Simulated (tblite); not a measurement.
C6H4SSe.
InChI=1S/C6H4SSe/c1-3-7-5-2-4-8-6(1)5/h1-4H

All values are computed: GFN2-xTB (tblite) harmonic vibrations without scaling, gas phase. Against measured fundamentals such values can be off by several per cent, at times by over 20.

Harmonic wavenumbers (cm⁻¹): 170.2, 202.4, 292.6, 348.9, 377.9, 470.1, 473.3, 563.6, 571.0, 672.2, 718.9, 743.8, 756.3, 823.0, 827.1, 828.8, 878.1, 1061.9, 1081.0, 1139.1, 1158.4, 1305.7, 1344.2, 1425.0, 1477.3, 1499.6, 3112.4, 3124.6, 3127.4, 3159.2.

A = 3026, B = 910.0, C = 699.6 MHz; mass 187.920 u (most abundant isotopes); point group Cs, symmetry number 1.

**Question.** What is the zero-point energy?

**Answer.** Half the sum of the wavenumbers: 16867 cm⁻¹ = 201.77 kJ/mol.

**Question.** Entropy at 350 K, 1 bar (ideal gas, RRHO, classical rotation)?

**Answer.** Translation 177.49, rotation 125.44, vibration 68.93: S = 371.9 J/(mol K).

**Question.** And Cp and H(350 K) − H(0)?

**Answer.** Cp = 135.26 J/(mol K), of which vibrations give 102.00 (their classical limit is 30 R = 249.4); H(350 K) − H(0) = 26.92 kJ/mol without the zero-point energy, 15.28 from vibrations.

**Question.** How do the functions run with temperature in this model?

**Answer.** 
```tsv
T (K)	S (J/(mol K))	Cp (J/(mol K))	H − H(0) (kJ/mol)	G − H(0) (kJ/mol)	ln q(vib)
150	290.1	65.5	6.62	-36.89	0.53
250	332.1	102.1	15.00	-68.02	1.63
298.15	351.5	118.8	20.32	-84.48	2.28
400	390.8	149.3	34.04	-122.30	3.81
600	459.8	189.9	68.32	-207.56	7.02
900	543.8	223.0	130.80	-358.61	11.71
```

q(vib) and H(0) count from the zero-point level.

**Question.** Which modes carry the vibrational entropy at 350 K?

**Answer.** 170.2 cm⁻¹: 11.45; 202.4 cm⁻¹: 10.08; 292.6 cm⁻¹: 7.26; 348.9 cm⁻¹: 5.99; 377.9 cm⁻¹: 5.44; 470.1 cm⁻¹: 4.02 J/(mol K); the other 24 give 24.68 together.

Hindered rotation and anharmonicity are outside this model.
